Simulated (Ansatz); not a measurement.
C3H6B2 (`CBC1=CB1`) from Hartree–Fock to CCSD(T)

```xyz
11

C     1.086    1.312   -0.682
B     0.682   -0.192   -0.561
C    -0.517   -0.659    0.199
C    -1.817   -1.013    0.364
B    -1.017   -1.093    1.553
H     2.108    1.461   -0.319
H     0.423    2.013   -0.173
H     1.121    1.576   -1.746
H     1.385   -1.038   -1.043
H    -2.681   -1.074   -0.283
H    -0.773   -1.296    2.690
```

Charge 0, multiplicity 1. The structure was optimised at the PBE0-D4/def2-TZVP level. It is one conformer, not always the lowest. Frozen core, restricted reference, Ansatz 0.2.0. CBS rows extrapolate triple and quadruple zeta; past MP2 they add the triple-zeta difference.

| basis | HF (Eh) | MP2 corr. | CCSD corr. | (T) | CCSD(T) total |
| --- | --- | --- | --- | --- | --- |
| def2-SVP | -166.29767 | ? | -0.60213 | -0.02247 | ? |
| def2-TZVPP | -166.47817 | -0.66886 | ? | -0.03254 | ? |
| def2-QZVPP | -166.48561 | ? | – | – | – |
| CBS(def2) | ? | -0.74335 | -0.78521 | as TZ | ? |

**Question.** Fill in the withheld values. (An estimate is asked.)

**Answer.** Computed: def2-SVP MP2 corr.: -0.55245; def2-SVP CCSD(T) total: -166.92227; def2-TZVPP CCSD corr.: -0.71072; def2-TZVPP CCSD(T) total: -167.22143; def2-QZVPP MP2 corr.: -0.71165; CBS(def2) HF (Eh): -166.48664; CBS(def2) CCSD(T) total: -167.30439.
